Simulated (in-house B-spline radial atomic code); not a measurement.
The numbers below are computed, except where a source is named.
# Two electrons in Si: a Gaussian well −V exp(−r²/w²) with V = 285 meV and w = 4.45 nm

For Si the NSM archive of the Ioffe Institute lists m_l = 0.98 m0, m_t = 0.19 m0 and ε = 11.7; the model takes one isotropic valley with the conductivity mass 3/(1/m_l + 2/m_t) = 0.26 m0, and so misses anisotropy and the other valleys. All triplets below are those of one valley; with several valleys two electrons can form a triplet in the 1s orbital itself, at an energy set by the valley splitting.

Effective-mass model with parabolic bands, a uniform dielectric constant, no image charges, no central-cell or spin-orbit terms. Two-electron levels come from full CI in B-splines with partial waves to l = 5 (up to 0.001 effective hartree above the limit).

Task: What are the effective units, and what is the potential in them?

Result: Ha* = 27211.386 meV × 0.26/11.7² = 51.68 meV and a* = 0.0529177 nm × 11.7/0.26 = 2.381 nm. V = 5.51 Ha* and w = 1.87 a*.

In these units the lowest s and p orbitals lie at -3.1254 and -1.7465, and their Coulomb and exchange integrals are J_ss = 0.9503, J_sp = 0.7528 and K_sp = 0.1423. Full CI gives -5.3747 for the ground singlet, -4.2814 for the sp triplet, -4.0539 for the sp singlet and -3.4161 for the lowest triplet of two s orbitals.

Task: What does it cost to add the second electron, to first order and exactly?

Result: To first order E = 2ε_s + J_ss = -5.3004, so the charging energy E(2) − 2E(1) is J_ss = 49.11 meV. CI gives -5.3747 − 2 × (-3.1254) = 0.8761, or 45.28 meV: relaxation and correlation lower it by 3.837 meV, 7.8 % of J_ss. The s² configuration of one-electron orbitals holds 97.7 % of the state, and the mean radius is 2.43 nm. The second electron is bound by ε_s − E = 116.3 meV, against 161.5 meV for the first.

Task: How far above the singlet do the triplets lie?

Result: To first order the sp triplet lies at ε_s + ε_p + J_sp − K_sp = -4.2614, which is 53.7 meV above 2ε_s + J_ss. CI gives -4.2814 − (-5.3747) = 1.0933, or 56.51 meV, 79 % of the orbital spacing of 71.27 meV. The ss triplet lies 101.2 meV up, so the lower of the two is the sp one, and its gap equals k_BT at 656 K. The sp singlet-triplet splitting is 11.76 meV, against 2K_sp = 14.71 meV.
